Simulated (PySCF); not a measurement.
## Calculated data, Ge2H7NSi

All values are calculated (PySCF 2.14.0). Calculation on a computer-drawn molecule: optimised geometry and harmonic frequencies of an isolated molecule of the commonest isotopes, restricted reference for singlets and unrestricted otherwise, frozen core in MP2; on germanium a core potential holds 10 electrons, which the energies leave out, and 3d is frozen in MP2 and coupled-cluster steps.

```yaml
- formula: Ge2H7NSi
  start_structure:
    atoms_angstrom:
      - [Ge, -2.3214, -2.5335, -2.8997]
      - ["N", -0.7389, -1.5783, -3.038]
      - [Si, 0.5418, -1.2169, -2.1191]
      - [Ge, 0.8934, -1.5084, 0.1045]
      - [H, -3.1883, -1.7928, -1.9909]
      - [H, -2.092, -3.8751, -2.5312]
      - [H, -2.8907, -2.4421, -4.278]
      - [H, 1.5818, -0.3924, -2.8121]
      - [H, 1.0489, -0.2787, 1.0114]
      - [H, -0.1828, -2.2808, 0.8234]
      - [H, 2.1783, -2.3709, 0.4587]
  given:
    charge: 0
    multiplicity: 1
    method: HF
    basis: "cc-pV(D+d)Z"
    basis_and_core_potential_on_germanium: "cc-pVDZ-PP ECP10MDF"
    drawn_bonds_atom: [1, 2, 3, 1, 1, 1, 3, 4, 4, 4]
    drawn_bonds_other_atom: [2, 3, 4, 5, 6, 7, 8, 9, 10, 11]
    drawn_bonds_order: [1, 2, 1, 1, 1, 1, 1, 1, 1, 1]
  results:
    optimised_atom_element: [Ge, "N", Si, Ge, H, H, H, H, H, H, H]
    "optimised_atom_x [angstrom]": [-2.345, -0.8365, 0.4195, 1.029, -3.559, -2.53, -2.274, 1.401, 1.145, -0.01675, 2.395]
    "optimised_atom_y [angstrom]": [-2.406, -1.397, -0.9868, -1.729, -1.487, -3.211, -3.389, -0.03123, -0.5133, -2.698, -2.421]
    "optimised_atom_z [angstrom]": [-2.917, -2.897, -2.058, 0.1529, -3.097, -1.617, -4.091, -2.618, 1.078, 0.6996, 0.09228]
    "modes_frequency [cm^-1]": [35.89, 46.29, 65.4, 191.2, 196.4, 327.4, 426.1, 524.3, 539.8, 587.2, 695.8, 706.9, 859.2, 935.5, 953.5, 959.3, 963.5, 964.3, 965.1, 1373, 2171, 2207, 2215, 2222, 2234, 2249, 2310]
    "modes_reduced_mass [dalton]": [1.041, 10.01, 1.046, 4.457, 4.777, 6.66, 1.031, 1.605, 3.201, 1.249, 1.153, 1.152, 1.071, 1.114, 1.03, 1.019, 1.02, 1.028, 1.025, 12.43, 1.022, 1.024, 1.024, 1.017, 1.013, 1.018, 1.043]
    "rotational_constants [GHz]": [5.404, 0.5862, 0.5358]
    "total_energy [hartree]": -934.1783
    "convergence_status_largest_gradient_component [hartree/bohr]": 4.52e-06
```
